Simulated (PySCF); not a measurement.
CHI₂, SMILES I[CH]I, multiplicity 2.

Geometry optimised at r2SCAN-D4/def2-SVP. The isomer is the one that the SMILES or the coordinates give; other isomers of the formula were not compared. The def2 effective core potentials stand for the cores of I; spin–orbit coupling is left out.

Calculation: TDA-M06-2X/def2-SVPD in PySCF 2.14.0.

Vertical excitations. 

Computed lowest excited states:
```
state    energy (eV)  λ (nm)      f                                                                                                          main pairs
-------  -----------  ------  -----  ------------------------------------------------------------------------------------------------------------------
root 1          2.48     500  0.000                                                                                                    α HOMO→LUMO 94 %
root 2          3.84     323  0.000                                                                                 α HOMO→LUMO+1 9 %, β HOMO→LUMO 76 %
root 3          3.89     319  0.000  α HOMO→LUMO+1 35 %, α HOMO−3→LUMO 17 %, α HOMO→LUMO+4 13 %, α HOMO→LUMO+8 8 %, β HOMO→LUMO 16 %, β HOMO−1→LUMO 6 %
root 4          4.05     306  0.000                                                                                                  β HOMO−2→LUMO 96 %
root 5          4.11     301  0.007                                         α HOMO−1→LUMO 59 %, β HOMO−1→LUMO 15 %, β HOMO→LUMO+1 12 %, β HOMO→LUMO 5 %
root 6          4.26     291  0.056                                                                              β HOMO−1→LUMO 68 %, β HOMO→LUMO+1 18 %
root 7          4.43     280  0.000                                                                            α HOMO−2→LUMO 60 %, β HOMO−2→LUMO+1 24 %
root 8          4.67     265  0.000                                                         α HOMO−3→LUMO 12 %, α HOMO→LUMO+1 9 %, β HOMO−1→LUMO+1 60 %
root 9          4.84     256  0.012                                                                                                  β HOMO−3→LUMO 86 %
root 10         4.86     255  0.057                                                         α HOMO−1→LUMO 23 %, β HOMO→LUMO+1 50 %, β HOMO−1→LUMO+1 9 %
```
Unrestricted roots are not spin-pure.
